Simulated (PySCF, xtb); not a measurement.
CH4ClNOSi2, SMILES O[Si@@]1(Cl)N=C[SiH2]1. The values are those of a single conformer.

Harmonic wavenumbers (cm⁻¹) from xtb with GFN2-xTB at its own minimum, in rising order: 75, 108, 165, 183, 225, 298, 347, 386, 458, 479, 527, 583, 693, 732, 770, 786, 820, 897, 1221, 1600, 2241, 2245, 2990, 3602.

Task: What does PBE-D3(BJ)/def2-SVP run with PySCF give at its own minimum? (The exact figures need the calculation; the answer reports its results.)

Result: 84, 117, 162, 221, 255, 271, 376, 444, 458, 535, 564, 612, 707, 734, 781, 866, 890, 920, 1240, 1533, 2131, 2152, 2949, 3740. Paired by order, the mean absolute difference is 41 cm⁻¹ and the zero-point energies are 32.1 and 32.5 kcal/mol.
